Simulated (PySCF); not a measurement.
# `C1[C@H](C)[Si@H]([SiH3])O[SiH2]1`, C$_{3}$H$_{12}$OSi$_{3}$

Geometry (Å), atoms numbered from 1 in this order:
```xyz
19

C    -1.767   -0.616    0.906
C    -0.933   -0.474   -0.363
C    -0.980    0.958   -0.924
Si    0.543    1.185   -2.045
O     1.522    0.077   -1.344
Si    0.931   -0.921   -0.171
Si    1.864   -0.321    1.843
H    -2.800   -0.318    0.730
H    -1.366    0.008    1.704
H    -1.765   -1.648    1.251
H    -1.364   -1.139   -1.121
H    -1.933    1.150   -1.418
H    -0.918    1.664   -0.091
H     1.213    2.471   -1.895
H     0.329    0.773   -3.428
H     1.174   -2.266   -0.710
H     3.311   -0.544    1.924
H     1.655    1.085    2.217
H     1.274   -1.116    2.928
```

Computed with PySCF 2.14.0, TDDFT CAM-B3LYP/def2-SVPD circular dichroism and optical rotation, one conformer, gas phase. Geometry: GFN2-xTB.

Q: Assign R or S to each stereocentre.

A: C2 S, Si6 S.

Q: Which excitations and rotatory strengths does the calculation give?

A: Rotatory strengths R in 10⁻⁴⁰ esu² cm², velocity form and length form (origin at the centre of mass); f in length form.
```csv
state,E (eV),λ (nm),f,R (velocity),R (length),main
1,6.32,196,0.016,+22.3,+17.8,HOMO→LUMO 0.92
2,6.80,182,0.022,-21.9,-20.4,HOMO→LUMO+1 0.76
3,6.92,179,0.023,+15.4,+17.3,HOMO−1→LUMO 0.84
4,7.34,169,0.009,-49.2,-47.8,"HOMO−2→LUMO 0.60, HOMO→LUMO+2 0.09"
5,7.39,168,0.044,+34.2,+31.9,"HOMO−1→LUMO+1 0.59, HOMO→LUMO+2 0.16"
6,7.53,165,0.007,+6.4,+6.9,"HOMO→LUMO+2 0.43, HOMO−1→LUMO+1 0.16"
7,7.70,161,0.063,-111.7,-107.5,"HOMO→LUMO+3 0.38, HOMO−2→LUMO+1 0.22"
8,7.81,159,0.014,-39.3,-35.4,"HOMO−2→LUMO+1 0.40, HOMO→LUMO+4 0.15"
9,7.86,158,0.146,+153.9,+147.7,"HOMO→LUMO+4 0.38, HOMO−2→LUMO+1 0.21"
10,8.01,155,0.016,+9.8,+9.1,"HOMO→LUMO+3 0.15, HOMO−3→LUMO 0.13"
11,8.11,153,0.031,+19.1,+18.4,"HOMO−2→LUMO+3 0.37, HOMO→LUMO+7 0.13"
12,8.16,152,0.073,+5.6,+4.8,"HOMO−1→LUMO+2 0.45, HOMO→LUMO+6 0.13"
```

Among the states computed, the strongest CD band (largest |R|) is state 9. The largest dissymmetry factor in size, g = 4R/(D+G), with D and G the electric and magnetic dipole strengths, is -0.055 for state 4 (velocity form, f = 0.010), among bands with |R| over 0.5. The mirror image has the same energies and oscillator strengths and all R with the opposite sign.
